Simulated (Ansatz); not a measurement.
Sc₂N₂ was relaxed with r2SCAN-D4 (def2-SVP) in Ansatz in these states: neutral quintet, neutral singlet. The geometries follow in no particular order.

A:

```
atom    x (Å)    y (Å)    z (Å)
 Sc1  -1.2251  -0.5528   0.7923
 Sc2   1.2251   0.5529  -0.7923
  N3   0.2496   0.7301   0.8955
  N4  -0.2496  -0.7301  -0.8955
```

B:

```xyz
4

Sc   -1.018    0.832   -0.303
Sc    1.018   -0.832    0.303
N    -0.100    0.333    1.251
N     0.099   -0.333   -1.251
```

Task: Judge from the bond lengths which geometry belongs to which state (an estimate).

Result: A is the neutral quintet (Sc1–Sc2 3.120 Å, Sc1–N3 1.957 Å, Sc2–N4 1.957 Å); B is the neutral singlet (Sc1–Sc2 2.699 Å, Sc1–N3 1.873 Å, Sc2–N4 1.873 Å).

At PBE0-D4/def2-TZVP a singlet lies 3.00 eV below the neutral quintet. These are the stationary points nearest to one start from a short search; other shapes may lie lower in each state.
